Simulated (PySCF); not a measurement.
Work out the structure from these simulated measurements.

Formula: C8H11NSi.

* Triplet: lowest triplet excitation (Tamm–Dancoff): 4.18 eV [TDA PBE0/def2-SVPD]
* NMR, other nuclei: isotropic shieldings of nuclei other than C and H, by class: -91 (1 N), 379 (1 Si) ppm [GIAO PBE0/pcSseg-1]
* UV, first state: lowest singlet excitation: 4.85 eV (256 nm, f = 0.004) [TDDFT PBE0/def2-SVPD]
* 1H NMR: chemical shifts (computed TMS as zero) by class: 8.73 (2 H), 7.17 (2 H), 5.22 (1 H), 5.07 (1 H), 3.53 (1 H), 1.94 (2 H), 1.22 (2 H) ppm [GIAO PBE0/pcSseg-1]
* Polarisability: 122.6 au [PBE0/def2-SVPD]
* Dipole: 2.64 D [PBE0/def2-SVPD]
* Rotational structure: rotational constants A, B, C: 3.090, 0.654, 0.604 GHz [PBE0-D3(BJ)/def2-SVP]
* UV, strongest line: among the 10 lowest singlet transitions: S8 at 6.86 eV (181 nm, f = 0.239) [TDDFT PBE0/def2-SVPD]
* Valence photoelectron: vertical ionisation energy: 9.09 eV [ΔSCF PBE0/def2-SVPD]
* 13C NMR: chemical shifts (computed TMS as zero) by class: 165.5 (1 C), 156.2 (2 C), 126.2 (2 C), 43.6 (1 C), 17.9 (2 C) ppm [GIAO PBE0/pcSseg-1]

The electronic properties come from PySCF, for the isolated species, density fitting. Levels stand in brackets. Geometry: PBE0-D3(BJ)/def2-SVP, one conformer, isolated molecule. NMR values are class means; diastereotopic atoms form classes of their own.

**Question.** Give a SMILES that accounts for the data.

**Answer.** Numbering: `[cH:1]1[cH:2][c:3]([CH:4]2[CH2:5][SiH2:6][CH2:7]2)[cH:8][cH:9][n:10]1`. Its formula, C8H11NSi, gives 5 degrees of unsaturation: 2 rings and 3 π bonds in the structure found (Kekulé form). 8 carbons fall into 5 classes; from least to most shielded: substituted aromatic carbon [C3] (165.5 ppm), aromatic CH next to a ring nitrogen [C1/C9] (156.2 ppm, 2 C), aromatic CH carbon [C2/C8] (126.2 ppm, 2 C), benzylic-type carbon [C4] (43.6 ppm), ring sp3 carbon bound to silicon [C5/C7] (17.9 ppm, 2 C). Hydrogen classes from least to most shielded: 2 H on 2 like atoms (aromatic CH next to a ring nitrogen), C1/C9 (8.73 ppm), 2 H on 2 aromatic CH carbons, C2/C8 (7.17 ppm, a mean of values up to 0.5 ppm apart in this geometry), 1 H on an SiH2 silicon, Si6 (5.22 ppm), 1 H on an SiH2 silicon, Si6 (5.07 ppm), 1 H on a benzylic-type carbon, C4 (3.53 ppm), 2 H on 2 like atoms (sp3 carbon bound to silicon), C5/C7 (1.94 ppm), 2 H on 2 like atoms (sp3 carbon bound to silicon), C5/C7 (1.22 ppm). The other shieldings belong to: -91 ppm, pyridine-type nitrogen [N10]; 379 ppm, SiH2 silicon [Si6]. S1 is mainly HOMO→LUMO (weight 0.96); the largest Löwdin shares of the orbital it empties are 0.56 on the pyridine-type nitrogen, 0.10 on each of 2 atoms of one kind (aromatic CH next to a ring nitrogen) and 0.05 on an aromatic CH carbon, of the orbital it fills 0.21 on the substituted aromatic carbon, 0.19 on the pyridine-type nitrogen, 0.13 on an aromatic CH next to a ring nitrogen and 0.12 on an aromatic CH carbon. The optimised geometry has point group Cs and is an asymmetric top. Structure: `c1cc(C2C[SiH2]C2)ccn1`. Computed isomers that give other values at the same levels: `c1ccc(C2C[SiH2]C2)nc1` (13C chemical shifts (computed TMS as zero) by class: 177.4 (1 C), 153.6 (1 C), 142.4 (1 C), 125.7 (1 C), 125.7 (1 C), 46.9 (1 C), 16.9 (2 C) ppm). The assignments are read from this structure; whether some other isomer fits the data as well wasn't checked.

The values belong to the conformer `[cH:1]1[cH:2][c:3]([CH:4]2[CH2:5][SiH2:6][CH2:7]2)[cH:8][cH:9][n:10]1`: C2–C3–C4–C5 -57°.
